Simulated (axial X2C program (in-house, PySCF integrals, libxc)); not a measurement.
## IBr⁻: properties at the nuclei

Computed with an axial X2C code built on PySCF integrals: two-component X2C with atomic mean-field Coulomb and Gaunt terms, Gaussian nuclei, basis I dyall-acv3z, Br dyall-acv3z with contracted cores.

R = 3.070 Å (near the PBE0 minimum at charge -1 of the determinant lowest at the starting distance; the state shown can have its own minimum elsewhere).

Determinant lowest in the PBE0 search, Ω = 1/2 (⟨Sz⟩ = 0.47, ⟨Lz⟩ = 0.03 at PBE0), spin on the atoms I 0.27, Br 0.20:

| level | Eeff magnitude (GV/cm) | Ws magnitude I (kHz) | Ws magnitude Br (kHz) | A∥/gI I (MHz) | qzz I (a.u.) | A∥/gI Br (MHz) | qzz Br (a.u.) |
| --- | --- | --- | --- | --- | --- | --- | --- |
| PBE0 | 5.21 | 9.13 | 1.83 | 960 | 7.68 | 684 | 4.59 |
| HF | 6.8 | 11.9 | 2.34 | 1260 | 9.22 | 825 | 3.79 |
| B3LYP | 4.81 | 8.52 | 1.74 | 970 | 7.52 | 690 | 4.54 |
| r2SCAN | 5.91 | 10.1 | 1.91 | 1070 | 7.61 | 746 | 4.55 |
| TPSSh | 4.95 | 8.62 | 1.69 | 947 | 7.48 | 668 | 4.58 |

Determinant 1.10 eV from it at PBE0 and this distance, Ω = 3/2 (⟨Sz⟩ = 0.50, ⟨Lz⟩ = 1.00 at PBE0), spin on the atoms I 0.31, Br 0.19:

```
 level  Eeff magnitude (GV/cm)  Ws magnitude I (kHz)  Ws magnitude Br (kHz)  A∥/gI I (MHz)  qzz I (a.u.)  A∥/gI Br (MHz)  qzz Br (a.u.)
  PBE0                  0.0735              0.000771                0.00188            433         -5.23             245          -2.73
 B3LYP                   0.101                 0.018                0.00143            444         -5.24             254          -2.83
r2SCAN                 0.00155                0.0315                0.00632            443         -5.04             267          -2.85
 TPSSh                   0.086               0.00925               2.03e-05            414         -4.97             248          -2.76
```

Eeff is the effective electric field on the electron electric dipole moment in this Ω state and Ws the scalar–pseudoscalar constant of the nucleus named (defined with the proton number Z and per Ω); A∥ (defined per Ω) follows by multiplying with gI = μI/(I μN); qzz is the electric field gradient, eQq0 = 234.96 MHz × Q/barn × qzz. The operators were transformed with the bare-nucleus X2C matrices; with these basis sets, hyperfine constants and field gradients can be off by tens of per cent, and where levels differ in sign neither size nor sign is settled.

With gI(127I) = 1.1253, Q(127I) = -0.68822 barn, gI(79Br) = 1.4043, Q(79Br) = 0.3087 barn (g factors from the IAEA table of nuclear moments by Stone; Q from Pyykkö, Mol. Phys. 2018), turn the PBE0 values of the first state into constants in MHz.

A∥(127I) = 960 × 1.1253 = 1080 MHz; eQq0(127I) = 234.96 × (-0.68822) × (7.68) = -1240 MHz; A∥(79Br) = 684 × 1.4043 = 961 MHz; eQq0(79Br) = 234.96 × (0.3087) × (4.59) = 333 MHz.

Each state is one determinant with collinear spin. Unrestricted Hartree–Fock can overshoot spin polarisation at the nuclei. In the state Ω = 3/2 the sign of Eeff differs between levels (r2SCAN against PBE0). For an anion, determinants above electron detachment, or with a positive highest level, are held by the basis set. Where Eeff spreads by more than a factor of two the levels disagree and none is to be relied on. Left out as unconverged or as another state under the same occupation: HF in at least one table. The search compared states at one distance, so a state with another bond length can lie lower. The sign of Ws at I differs between levels in the second state. The sign of Ws at Br differs between levels in the second state. PBE0 term energies can be off by some tenths of an eV.
